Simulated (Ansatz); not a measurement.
Ansatz results at the PBE0-D4/def2-TZVP geometry: size of the dipole moment (ωB97M-V/def2-TZVPP) 1.82 D; HOMO energy (ωB97M-V/def2-TZVPP) -9.25 eV; HOMO–LUMO gap (B3LYP/def2-TZVPP) 6.88 eV.

Each molecule was computed in one conformer, which needn't be the lowest.

Which molecule gave them?
A. `CSC(F)[SiH3]`
B. `C[SiH2]SCF`
C. `[CH3][AlH][CH2]F`
D. `FCSC[SiH3]`

A. The others give `FCSC[SiH3]`: 1.07, -9.08, 6.67; `[CH3][AlH][CH2]F`: 2.31, -9.86, 6.01; `C[SiH2]SCF`: 1.07, -9.56, 7.28.

B3LYP here is the variant with VWN-RPA as its local correlation; programs differ in this.
